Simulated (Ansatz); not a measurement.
`C=C[Se]CO` + `CC[SiH2]C` → `C=C[Se][SiH2]C` + `CCCO`  (formal exchange of groups at the Se–C bond)

Computed with Ansatz on PBE0-D4/def2-TZVP structures; ΔE is electronic, products minus reactants. CCSD(T)/CBS adds triple-zeta CCSD(T) − MP2 to the extrapolated MP2 energy (def2 sets, frozen cores). Functionals use def2-TZVPP. B3LYP here is the variant with VWN-RPA as its local correlation; programs differ in this. For Se outer-core shells are correlated without core-valence functions, which leaves a few kJ/mol of doubt a bond. Scalar relativity is left out up to krypton. Each species was taken in one conformer, which may not be the lowest.

`C=C[Se]CO`:

Cartesian coordinates in Å:
```
C -2.056 -0.444 -0.841
C -1.121 -0.118 0.041
Se -0.032 1.426 -0.085
C 1.580 0.594 0.662
O 2.314 -0.174 -0.234
H -2.219 0.130 -1.747
H -2.702 -1.298 -0.669
H -0.971 -0.706 0.944
H 2.215 1.418 0.987
H 1.250 0.027 1.540
H 1.742 -0.857 -0.597
```

`CC[SiH2]C`:

Z-matrix (Å, degrees):
```
C
C 1 1.526
H 1 1.093 2 111.5
H 1 1.093 2 111.7 3 120.0
H 1 1.093 2 111.4 3 -119.8
Si 2 1.878 1 113.9 3 61.2
H 2 1.096 1 110.3 3 -60.8
H 2 1.096 1 110.3 3 -177.4
C 6 1.873 2 111.8 1 -60.0
H 6 1.493 2 109.1 1 61.0
H 6 1.492 2 109.4 1 178.5
H 9 1.093 6 110.9 2 -59.4
H 9 1.092 6 110.9 2 -179.3
H 9 1.093 6 111.2 2 60.8
```

`C=C[Se][SiH2]C`:

Cartesian coordinates in Å:
```
C 0.764 -2.297 -0.857
C -0.379 -2.281 -0.187
Se -1.269 -0.801 0.603
Si 0.170 0.884 0.058
C -0.560 2.448 0.766
H 1.145 -3.233 -1.252
H 1.360 -1.412 -1.043
H -0.940 -3.196 -0.028
H 1.515 0.602 0.629
H 0.310 0.967 -1.420
H -0.657 2.376 1.851
H 0.088 3.298 0.537
H -1.546 2.645 0.342
```

`CCCO`:

Cartesian coordinates in Å:
```
C -0.753 -0.565 1.199
C 0.403 -0.305 0.248
C 0.052 0.713 -0.819
O 1.129 1.012 -1.681
H -1.631 -0.938 0.665
H -0.487 -1.306 1.956
H -1.048 0.350 1.720
H 0.700 -1.243 -0.238
H 1.279 0.053 0.797
H -0.825 0.369 -1.388
H -0.224 1.662 -0.351
H 1.405 0.198 -2.110
```

```
             level  ΔE (kJ/mol)  difference from CCSD(T)/CBS
            PBE-D4        -64.5                          8.9
         r2SCAN-D4        -68.6                          4.8
           PBE0-D4        -71.4                          2.0
           ωB97X-V        -70.7                          2.7
           ωB97M-V        -69.3                          4.1
            B2PLYP        -68.6                          4.8
               PBE        -64.1                          9.3
            r2SCAN        -68.6                          4.8
              PBE0        -71.0                          2.4
             B3LYP        -66.3                          7.1
     HF/def2-TZVPP        -80.1                         -6.7
    MP2/def2-TZVPP        -71.1                          2.3
CCSD(T)/def2-TZVPP        -69.9                          3.5
     HF/def2-QZVPP        -79.9                         -6.5
    MP2/def2-QZVPP        -73.0                          0.4
     MP2/CBS(def2)        -74.6                         -1.2
       CCSD(T)/CBS        -73.4                            0
```

Largest T1 diagnostic among the species: 0.011.

From PBE to PBE0 (25 % exact exchange), in def2-TZVPP and without D4, ΔE moves by −6.9 kJ/mol. In def2-TZVPP, CCSD(T) changes the Hartree–Fock value by +10.2 kJ/mol (the triples alone add +1.9 kJ/mol) and MP2 by +9.0 kJ/mol.
